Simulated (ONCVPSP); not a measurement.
# nitrogen, ONCV: configuration errors across variants

- Element: N
- Generator: ONCVPSP 4.0.1
- Type: optimised norm-conserving Vanderbilt (ONCV)
- Functional: PBE
- Relativity: scalar-relativistic
- Frozen core: [He]
- Valence charge: 5
- Reference configuration: 2s2 2p3
- Partial waves: 2s: rc 0.85 bohr, ncon 5, nbas 10, qcut 6.5 1/bohr, 2 projectors, debl 1.9 Ha; 2p: rc 2.00 bohr, ncon 5, nbas 8, qcut 8.7 1/bohr, 2 projectors, debl 4 Ha
- Local potential: polynomial inside 0.85 bohr (lpopt 5, dvloc0 0 Ha)
- Core correction: Teter function, fcfact 5.5, rcfact 1.25

All-electron excitation energies from the reference (eV): (1) 2s2 2p2 13.591; (2) 2s2 2p1 42.445; (3) 2s2 2p0 89.527; (4) 2s2 2p2.5 5.093.

Errors AE − PS in meV (a dash: test not solved or not reliable):

```tsv
change	(1)	(2)	(3)	(4)	bound ghosts	GHOST(+) flags above zero
base	+31	+264	+1078	+4.6	none	none
core correction Teter function, fcfact 5.5, rcfact 1.12	+31	+265	+1088	+4.6	none	none
core correction Teter function, fcfact 5.5, rcfact 1.26	+31	+263	+1078	+4.6	none	none
core correction Teter function, fcfact 5.5, rcfact 1.38	+31	+261	+1056	+4.7	none	none
core correction Teter function, fcfact 5.5, rcfact 1.46	+30	+259	+1042	+4.7	none	none
core correction Teter function, fcfact 5.5, rcfact 1.62	+30	+254	+1001	+4.7	none	none
core correction Teter function, fcfact 5.5, rcfact 1.78	+30	+245	+944	+4.7	none	none
core correction Teter function, fcfact 5.5, rcfact 1.9	+29	+234	+887	+4.6	none	none
core correction Teter function, fcfact 5.5, rcfact 2.04	+27	+217	+803	+4.4	none	none
```

Give the same row for: core correction Teter function, fcfact 5.5, rcfact 0.96.

+30, +263, +1083, +4.6; bound ghosts: none; GHOST(+) flags above zero: none.
